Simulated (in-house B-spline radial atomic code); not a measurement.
## Ionising Se+ with different functionals

Computed with a B-spline radial code for spherical atoms: scalar-relativistic (spin-free X2C) Hamiltonian, Fermi nucleus of rms radius 4.14 fm, spin-polarised at highest spin, spherical fractional occupations for the functionals, and exact exchange of hybrids averaged over the configuration. The ionisation energy is the difference of two self-consistent energies, [Ar] 3d10 4s2 4p3 → [Ar] 3d10 4s2 4p2, without Breit or QED terms; ε is the level of the shell that loses the electron (its least bound occupied spin orbital). There is no spin-orbit coupling in this Hamiltonian.

| method | rung | ΔSCF (eV) | -ε(4p) (eV) |
| --- | --- | --- | --- |
| PBE0 | global hybrid | 21.42 | 17.85 |
| B3LYP | global hybrid | 21.26 | 17.39 |
| TPSSh | global hybrid | 21.49 | 17.13 |
| BHandHLYP | global hybrid | 21.21 | 18.94 |
| r2SCAN0 | global hybrid | 21.74 | 18.20 |
| B97-1 | global hybrid | 21.24 | 17.46 |
| HSE06 | range-separated hybrid | 21.38 | 17.40 |
| wB97X | range-separated hybrid | 21.11 | 20.12 |
| CAM-B3LYP | range-separated hybrid | 21.26 | 19.08 |
| LC-wPBE | range-separated hybrid | 21.43 | 20.72 |

Question: Among the functionals, which spreads more, the ΔSCF values or the orbital energies?

Answer: The orbital energies: ΔSCF values span about 0.63 eV and the orbital energies 3.59 eV; here energy differences depend much less on the functional than eigenvalues do.

Question: How do they compare with the NIST value?

Answer: NIST lists 21.20 eV ± 0.01 (measured, ground level to ground level). Errors run from -0.08 to +0.55 eV; BHandHLYP is closest (+0.01 eV), but part of that can be cancellation, since the calculations leave out spin-orbit coupling, Breit-QED terms, multiplet and fine-structure energies.
